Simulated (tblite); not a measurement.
Isomers of C4H10NOSi2 (doublet state). Method: GFN2-xTB as coded in tblite; computed harmonic values from a numerical Hessian at the method's own geometry, unscaled. This tight-binding method is rough: wavenumbers can miss measured ones by several per cent, in bad cases by 10 to 20. Modes of hydrogen on silicon can be 10 to 20 % off. One conformer each. Open shells enter through the occupations alone, without spin polarisation, and single modes of such species can be off by tens of per cent.

Electronic energies: GFN2-xTB at the same geometries; isomer energies are rough at this level and their order can be wrong.

```
                         SMILES  electronic energy, lowest = 0 (kcal/mol)
       [C]#C[Si@@H](NC)[SiH2]OC                                      33.9
[H]/[C]=C(\OC=C)N([SiH3])[SiH3]                                       6.9
            C#C[Si](NC)[SiH2]OC                                       0.0
```

Problem. How do GFN2-xTB zero-point energies change the relative energies?

Solution. 
```tsv
SMILES	ZPE (kcal/mol)	of it from modes above 1550 cm⁻¹	electronic (kcal/mol)	with ZPE, lowest = 0 (kcal/mol)	lowest mode (cm⁻¹)	rings
C#C[Si](NC)[SiH2]OC	81.5	44.1	0.0	0.1	35	0
[H]/[C]=C(\OC=C)N([SiH3])[SiH3]	74.4	38.7	6.9	0.0	66	0
[C]#C[Si@@H](NC)[SiH2]OC	79.8	42.9	33.9	32.3	28	0
```

The zero-point energies span 7.1 kcal/mol, from `[H]/[C]=C(\OC=C)N([SiH3])[SiH3]` to `C#C[Si](NC)[SiH2]OC`. With it `[H]/[C]=C(\OC=C)N([SiH3])[SiH3]` becomes the lowest.

Problem. What do entropy and thermal enthalpy add at 298.15 K and 1 bar (rigid rotor, harmonic oscillator, one conformer each)?

Solution. 
```tsv
SMILES	point group	symmetry number	S (cal/(mol K))	H − H(0) (kcal/mol)	ZPE + H − H(0) − TS (kcal/mol)
C#C[Si](NC)[SiH2]OC	C1	1	116.4	8.81	55.6
[H]/[C]=C(\OC=C)N([SiH3])[SiH3]	C1	1	105.4	7.77	50.8
[C]#C[Si@@H](NC)[SiH2]OC	C1	1	116.4	8.86	54.0
```

S holds R ln(2S + 1) for the spin.
